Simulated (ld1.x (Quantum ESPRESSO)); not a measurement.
**Reading a pseudo-wave (N (Z = 7))**

Columns: radius, all-electron u(r) and pseudo u(r) of the 2p shell (level -7.27 eV) of nitrogen in the configuration [He] 2s1.5 2p3.5; BLYP, scalar-relativistic, PAW scheme, ld1.x (Quantum ESPRESSO) 7.5.

| r (bohr) | all-electron | pseudo |
| --- | --- | --- |
| 0.070 | 0.0398 | 0.0109 |
| 0.140 | 0.1271 | 0.0428 |
| 0.210 | 0.2312 | 0.0937 |
| 0.280 | 0.3360 | 0.1602 |
| 0.350 | 0.4329 | 0.2383 |
| 0.420 | 0.5180 | 0.3230 |
| 0.490 | 0.5899 | 0.4096 |
| 0.560 | 0.6489 | 0.4933 |
| 0.630 | 0.6955 | 0.5699 |
| 0.700 | 0.7308 | 0.6361 |
| 0.770 | 0.7559 | 0.6899 |
| 0.840 | 0.7718 | 0.7300 |
| 0.910 | 0.7800 | 0.7566 |
| 0.980 | 0.7815 | 0.7707 |
| 1.050 | 0.7776 | 0.7740 |
| 1.120 | 0.7692 | 0.7690 |
| 1.190 | 0.7572 | 0.7578 |
| 1.260 | 0.7424 | 0.7427 |
| 1.330 | 0.7253 | 0.7253 |
| 1.400 | 0.7065 | 0.7065 |
| 1.470 | 0.6865 | 0.6865 |
| 1.540 | 0.6655 | 0.6655 |
| 1.610 | 0.6441 | 0.6441 |
| 1.680 | 0.6223 | 0.6223 |
| 1.750 | 0.6004 | 0.6004 |
| 1.820 | 0.5785 | 0.5785 |

How many radial nodes do the two functions have?

The all-electron 2p function has n − l − 1 = 0; the pseudo-wave has 0.

At about which radius was the pseudo-wave matched?

1.40 bohr. The columns agree to 0.0005 from 1.26 bohr on; several derivatives are matched, so the curves merge somewhat inside the radius.

Is the pseudo-wave norm-conserving?

No, it belongs to a PAW set: the norm inside the radius is not constrained, and the difference is carried by the augmentation charge.
